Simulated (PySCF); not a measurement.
## SMILES C=C(Cl)/C(Cl)=C/[SiH3], C4H6Cl2Si

Cartesian coordinates in Å; atom numbers follow the order of the lines, from 1:
```xyz
13

C    -3.3908   -1.2801    0.6001
C    -2.4175   -0.5004    0.1162
Cl   -2.8269    1.0598   -0.5355
C    -0.9842   -0.8378    0.0768
Cl   -0.5899   -2.4061    0.7375
C     0.0030   -0.0676   -0.4073
Si    1.8111   -0.5581   -0.4285
H    -4.4289   -0.9465    0.5883
H    -3.1511   -2.2605    1.0120
H    -0.3058    0.9026   -0.8096
H     2.3041   -0.8276    0.9553
H     2.0182   -1.7791   -1.2639
H     2.5903    0.5726   -1.0148
```

Theory: PySCF 2.14.0, quadratic response CAM-B3LYP/aug-cc-pVDZ first hyperpolarisability, Taylor convention, gas phase. Geometry: PBE0-D3(BJ)/def2-SVP.

Give the tensor of the static β(0;0,0) in the axes of these coordinates.

In au, Taylor convention; rows are the first index (the induced dipole):
```tsv
	xx	yy	zz	xy	xz	yz
x	-90.9	-13.1	-16.6	-11.2	+13.1	+3.8
y	-11.2	-0.2	+6.3	-13.1	+3.8	+16.2
z	+13.1	+16.2	-11.5	+3.8	-16.6	+6.3
```
Norm of βᵢ = ⅓ Σⱼ (βᵢⱼⱼ + βⱼᵢⱼ + βⱼⱼᵢ): 122.0 au, hyper-Rayleigh value 47.4 au.
